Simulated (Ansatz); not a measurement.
Reaction (ligand exchange at the Si–C bond): `NC(S)[SiH2]Cl` + `CO[SiH](O)F` → `CO[SiH](F)O[SiH2]Cl` + `NCS`

Calculated with Ansatz (gas phase, PBE0-D4/def2-TZVP geometries, no zero-point term in ΔE). CCSD(T)/CBS is the MP2 limit (def2-TZVPP, def2-QZVPP) plus CCSD(T) − MP2 in def2-TZVPP, frozen cores. Functionals use def2-TZVPP. One conformer a species, not always the lowest.

`NC(S)[SiH2]Cl`:

Z-matrix (Å, degrees):
```
C
S 1 1.805
Si 1 1.897 2 105.4
N 1 1.453 2 111.5 3 -126.8
H 1 1.095 2 107.9 3 114.1
H 2 1.345 1 97.1 3 -165.8
Cl 3 2.063 1 106.7 2 -171.1
H 3 1.483 1 110.4 2 -54.4
H 3 1.481 1 112.8 2 70.9
H 4 1.014 1 110.4 2 55.4
H 4 1.015 1 110.5 2 174.7
```

`CO[SiH](O)F`:

```xyz
10

C    -0.479    0.675   -1.395
O    -0.393    0.556    0.010
Si    0.249   -0.701    0.812
O     0.369   -0.313    2.380
F     1.680   -1.008    0.178
H    -1.140   -0.089   -1.817
H     0.506    0.587   -1.862
H    -0.893    1.657   -1.627
H    -0.537   -1.940    0.708
H     0.640    0.576    2.614
```

`CO[SiH](F)O[SiH2]Cl`:

Z-matrix (Å, degrees):
```
C
O 1 1.413
H 1 1.093 2 110.9
H 1 1.090 2 107.9 3 119.1
H 1 1.095 2 111.5 3 -121.8
Si 2 1.614 1 126.4 3 68.9
O 6 1.623 2 112.5 1 -59.3
F 6 1.583 2 105.8 1 -177.9
H 6 1.471 2 113.0 1 62.8
Si 7 1.624 6 149.8 2 -56.3
Cl 10 2.052 7 109.9 6 63.7
H 10 1.476 7 108.3 6 -178.9
H 10 1.477 7 110.7 6 -54.9
```

`NCS`:

Z-matrix (Å, degrees):
```
C
S 1 1.811
N 1 1.444 2 112.7
H 1 1.097 2 107.3 3 -128.3
H 1 1.092 2 104.7 3 117.9
H 2 1.342 1 96.7 3 83.9
H 3 1.012 1 111.0 2 -65.0
H 3 1.014 1 110.4 2 175.5
```

| level | ΔE (kJ/mol) |
| --- | --- |
| r2SCAN | -116.4 |
| CCSD/def2-TZVPP | -125.2 |

Question: What does CCSD(T)/CBS give? (Estimate.)

Answer: The calculation gave: -120.1 kJ/mol. The listed levels differ from it by 3.7, -5.1 kJ/mol.

Largest T1 diagnostic among the species: 0.011.

From PBE to PBE0 (25 % exact exchange), in def2-TZVPP and without D4, ΔE moves by −8.1 kJ/mol. In def2-TZVPP, CCSD(T) changes the Hartree–Fock value by +29.8 kJ/mol (the triples alone add +5.0 kJ/mol) and MP2 by +31.6 kJ/mol.
